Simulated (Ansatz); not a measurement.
In(py)Cl3 (C5H5Cl3InN). Charge 0, multiplicity 1. Geometry PBE-D4/def2-SVP, basis def2-TZVP, Ansatz.

```xyz
15

In    0.189   -1.688    2.188
N     0.028   -0.305    0.359
C    -1.172    0.191   -0.003
C    -1.302    1.071   -1.084
C    -0.152    1.433   -1.801
C     1.088    0.896   -1.423
C     1.139    0.022   -0.332
H    -2.035   -0.156    0.589
H    -2.293    1.459   -1.355
H    -0.223    2.124   -2.655
H     2.010    1.145   -1.967
H     2.074   -0.456    0.004
Cl   -2.002   -2.603    2.041
Cl    0.571   -0.209    3.998
Cl    2.078   -2.925    1.441
```

| run | HOMO (eV) | LUMO (eV) |
| --- | --- | --- |
| A | -6.97 | -3.31 |
| B | -7.03 | -3.40 |
| C | -7.41 | -3.29 |
| D | -8.46 | -2.51 |
| E | -8.70 | -2.45 |

In the def2 sets In takes a core potential; there is no spin–orbit coupling.

Task: The runs used PBE, PBE0, r2SCAN, r2SCAN0, revPBE. Estimate which is which.

Result: A revPBE (0 % exact exchange); B PBE (0 % exact exchange); C r2SCAN (0 % exact exchange); D PBE0 (25 % exact exchange); E r2SCAN0 (25 % exact exchange). Exact exchange lowers occupied and raises empty levels; among semilocal functionals meta-GGAs tend to open the gap a little, and such runs are hard to tell apart. The gap grows from 3.63 eV (PBE) to 6.25 eV (r2SCAN0).
